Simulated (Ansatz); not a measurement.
Molecule: C₃H₈O₃Si, charge 0, multiplicity 1. 
Coordinates optimised at B3LYP-D3(BJ)/def2-TZVP (Ansatz, an electronic-structure program):
SMILES: C=CC[Si](O)(O)O
```xyz
15

C      2.5558    -1.0669    -0.8924
C      1.7230    -1.0606     0.1450
C      1.0880     0.1573     0.7374
Si    -0.6742     0.3275     0.1385
O     -1.4710    -0.9516     0.7831
O     -0.7030     0.3722    -1.5075
O     -1.4214     1.7058     0.6239
H      2.8871    -0.1462    -1.3605
H      2.9501    -1.9907    -1.2948
H      1.4233    -2.0085     0.5825
H      1.0802     0.1065     1.8292
H      1.6330     1.0597     0.4479
H     -2.4255    -0.9881     0.6794
H     -0.1114    -0.2402    -1.9560
H     -1.4360     2.4333    -0.0031
```
Charge 0, spin multiplicity 1.

Total electronic energies in hartree. Valence correlation only, unless marked. No spin-orbit coupling. No relativistic terms. CBS(X,Y): correlation extrapolated as X^-3; Hartree-Fock from the larger set. [CCSD(T)-MP2]/basis is that difference in the basis named.

```json
[
 {"level": "RI-HF/aug-cc-pV(Q+d)Z", "program": "Ansatz", "energy (Eh)": "-632.13101"},
 {"level": "RI-HF/cc-pV(Q+d)Z", "program": "Ansatz", "energy (Eh)": "-632.12964"},
 {"level": "PBE-D4/def2-TZVPD", "program": "Ansatz + dftd4", "energy (Eh)": "-634.06964"},
 {"level": "BLYP-D4/def2-TZVPD", "program": "Ansatz + dftd4", "energy (Eh)": "-634.53662"},
 {"level": "r2SCAN-D4/def2-TZVPD", "program": "Ansatz + dftd4", "energy (Eh)": "-634.40874"},
 {"level": "PBE0/def2-SVP", "program": "Ansatz", "energy (Eh)": "-633.57219"},
 {"level": "PBE0/def2-QZVPP", "program": "Ansatz", "energy (Eh)": "-634.13521"},
 {"level": "CAM-B3LYP-D3(BJ)/def2-TZVPD", "program": "Ansatz + dftd3", "energy (Eh)": "-634.49442"},
 {"level": "LC-wPBE/def2-TZVPD", "program": "Ansatz", "energy (Eh)": "-634.31129"},
 {"level": "B2PLYP/def2-TZVPD", "program": "Ansatz", "energy (Eh)": "-634.23810"},
 {"level": "PBE-QIDH/def2-TZVPD", "program": "Ansatz", "energy (Eh)": "-633.97158"},
 {"level": "MP2/aug-cc-pV(D+d)Z", "program": "Ansatz", "energy (Eh)": "-633.12207"},
 {"level": "RI-MP2/aug-cc-pV(T+d)Z", "program": "Ansatz", "energy (Eh)": "-633.46983"},
 {"level": "RI-MP2/CBS(aug-cc-pV(T+d)Z,aug-cc-pV(Q+d)Z)", "program": "Ansatz", "energy (Eh)": "-633.6424"},
 {"level": "SCS-MP2/aug-cc-pV(D+d)Z", "program": "Ansatz", "energy (Eh)": "-633.09605"},
 {"level": "SCS-MP2/cc-pV(D+d)Z", "program": "Ansatz", "energy (Eh)": "-632.99316"},
 {"level": "SCS-MP2/aug-cc-pV(T+d)Z", "program": "Ansatz", "energy (Eh)": "-633.45309"},
 {"level": "CCSD/aug-cc-pV(D+d)Z", "program": "Ansatz", "energy (Eh)": "-633.17104"},
 {"level": "CCSD/cc-pV(Q+d)Z", "program": "Ansatz", "energy (Eh)": "-633.58929"},
 {"level": "CCSD(T)/6-31G*", "program": "Ansatz", "energy (Eh)": "-632.97521"},
 {"level": "RI-MP2/CBS(aug-cc-pV(T+d)Z,aug-cc-pV(Q+d)Z)+[CCSD(T)-MP2]/aug-cc-pV(D+d)Z", "program": "Ansatz", "energy (Eh)": "-633.7305"},
 {"level": "RI-MP2/CBS(aug-cc-pV(T+d)Z,aug-cc-pV(Q+d)Z)+[CCSD(T)-MP2]/aug-cc-pV(T+d)Z", "program": "Ansatz", "energy (Eh)": "-633.7332"},
 {"level": "CCSD(T)/CBS(cc-pV(T+d)Z,cc-pV(Q+d)Z)", "program": "Ansatz", "energy (Eh)": "-633.7172"}
]
```

Totals of different functionals don't rank their quality; only differences between species are comparable.
